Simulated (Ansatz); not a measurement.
C$_{2}$H$_{3}$N, charge +1, doublet, geometry from GFN2-xTB (a state made from the parent by changing its charge; the spin is typed, not shown lowest); B3LYP5/STO-3G run with Ansatz (an electronic-structure program).

Input for Ansatz:
Ansatz 0.2 input:
```yaml
crystal:
  periodic: [false, false, false]
  atoms:
    - {symbol: C, position_ang: [-1.13922333, 0.02782607, -0.00763085]}
    - {symbol: C, position_ang: [0.26282692, -0.09980224, 0.03001788]}
    - {symbol: N, position_ang: [1.39871907, 0.02895004, -0.00972927]}
    - {symbol: H, position_ang: [-1.50962571, -0.66990079, -0.78055108]}
    - {symbol: H, position_ang: [-1.50837625, -0.12417172, 1.02292684]}
    - {symbol: H, position_ang: [-1.51465303, 1.02327921, -0.30859303]}
basis:
  gaussian:
    orbitals: STO-3G
hamiltonian:
  xc: b3lyp5
total_charge: 1
magnetization: {spin_polarized: true, initial_magnetization: 1}
```

**Question.** What does Ansatz print? Leave out banner, timings and long lists.

**Answer.** 
```
Functional definition: B3LYP5
246 factors; integrals over basis functions are off by at most 3.6e-5 eV
mean field evaluation 1: about -3551.1032 eV, gradient 1.5e1 eV
mean field evaluation 2: about -3538.5917 eV, gradient 5.0e1 eV
mean field evaluation 4: about -3552.7237 eV, gradient 1.1e0 eV
mean field evaluation 8: about -3552.6798 eV, gradient 2.6e-1 eV
mean field evaluation 16: about -3552.6816 eV, gradient 5.2e-4 eV
mean field evaluation 32: about -3552.4418 eV, gradient 7.8e-1 eV
mean field -3552.68158421 eV, -130.5586401255 hartree, gradient 1.1e-5 eV, S^2 0.756601; 3 other end points of the search recorded, 0 dependent functions left out
reference -3552.68172519 eV, -130.5586453064 hartree; 11, 10 occupied and 7, 8 virtual orbitals, 246 factors
Total energy: -3552.68172519 eV, -130.5586453064 hartree
```
